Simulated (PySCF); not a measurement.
Isomers of C7H15OP, mass 146.086 u with the commonest isotopes. Level of theory: PBE0/pcSseg-1 in PySCF (dipole) on a GFN2-xTB geometry, gas phase. One conformer each, none proved a minimum here; rigid rotors.

Question: Order these by rotational constant C, largest first.
A. `[CH3:1][CH2:2][P@@:3]([CH3:4])(=[O:5])[CH:6]1[CH2:7][CH2:8][CH2:9]1` with C1–C2–P3–C4 -73°, C2–P3–C6–C7 -76°, P3–C6–C7–C8 -125°, C6–C7–C8–C9 10°, C7–C8–C9–C6 -10°, P3–C6–C9–C8 125°
B. `[CH3:1][CH2:2][CH2:3][CH2:4][P:5]([CH3:6])[C:7]([CH3:8])=[O:9]` with C1–C2–C3–C4 -68°, C2–C3–C4–P5 180°, C3–C4–P5–C6 71°, C4–P5–C7–C8 60°
C. `[CH3:1][CH2:2][C@@H:3]1[CH2:4][CH2:5][P@:6]([CH3:7])(=[O:8])[CH2:9]1` with C1–C2–C3–C4 -177°, C2–C3–C4–C5 -174°, C3–C4–C5–P6 37°, C4–C5–P6–C7 -121°, C5–P6–C9–C3 -16°

Answer: A (819.2 MHz), C (767.0 MHz), B (570.6 MHz).

Question: Order these by radius of gyration √(Σ m r²/M), smallest first.
A. `[CH3:1][CH2:2][P@@:3]([CH3:4])(=[O:5])[CH:6]1[CH2:7][CH2:8][CH2:9]1` with C1–C2–P3–C4 -73°, C2–P3–C6–C7 -76°, P3–C6–C7–C8 -125°, C6–C7–C8–C9 10°, C7–C8–C9–C6 -10°, P3–C6–C9–C8 125°
B. `[CH3:1][CH2:2][CH2:3][CH2:4][P:5]([CH3:6])[C:7]([CH3:8])=[O:9]` with C1–C2–C3–C4 -68°, C2–C3–C4–P5 180°, C3–C4–P5–C6 71°, C4–P5–C7–C8 60°
C. `[CH3:1][CH2:2][C@@H:3]1[CH2:4][CH2:5][P@:6]([CH3:7])(=[O:8])[CH2:9]1` with C1–C2–C3–C4 -177°, C2–C3–C4–C5 -174°, C3–C4–C5–P6 37°, C4–C5–P6–C7 -121°, C5–P6–C9–C3 -16°

Answer: A (2.168 Å), C (2.240 Å), B (2.518 Å).

Question: Order these by dipole moment, smallest first.
A. `[CH3:1][CH2:2][P@@:3]([CH3:4])(=[O:5])[CH:6]1[CH2:7][CH2:8][CH2:9]1` with C1–C2–P3–C4 -73°, C2–P3–C6–C7 -76°, P3–C6–C7–C8 -125°, C6–C7–C8–C9 10°, C7–C8–C9–C6 -10°, P3–C6–C9–C8 125°
B. `[CH3:1][CH2:2][C@@H:3]1[CH2:4][CH2:5][P@:6]([CH3:7])(=[O:8])[CH2:9]1` with C1–C2–C3–C4 -177°, C2–C3–C4–C5 -174°, C3–C4–C5–P6 37°, C4–C5–P6–C7 -121°, C5–P6–C9–C3 -16°
C. `[CH3:1][CH2:2][CH2:3][CH2:4][P:5]([CH3:6])[C:7]([CH3:8])=[O:9]` with C1–C2–C3–C4 -68°, C2–C3–C4–P5 180°, C3–C4–P5–C6 71°, C4–P5–C7–C8 60°

Answer: C (2.81 D), A (3.74 D), B (4.36 D).

| SMILES | point group | Ia (u·Å²) | Ib (u·Å²) | Ic (u·Å²) | κ | μa (D) | μb (D) | μc (D) |
| --- | --- | --- | --- | --- | --- | --- | --- | --- |
| CCCCP(C)C(C)=O | C1 | 222.65 | 744.05 | 885.64 | -0.87 | 2.66 | 0.90 | 0.06 |
| CC[P@@](C)(=O)C1CCC1 | C1 | 203.80 | 552.57 | 616.90 | -0.89 | 0.05 | 0.04 | 3.74 |
| CC[C@@H]1CC[P@](C)(=O)C1 | C1 | 206.88 | 600.36 | 658.92 | -0.91 | 3.00 | 0.19 | 3.16 |
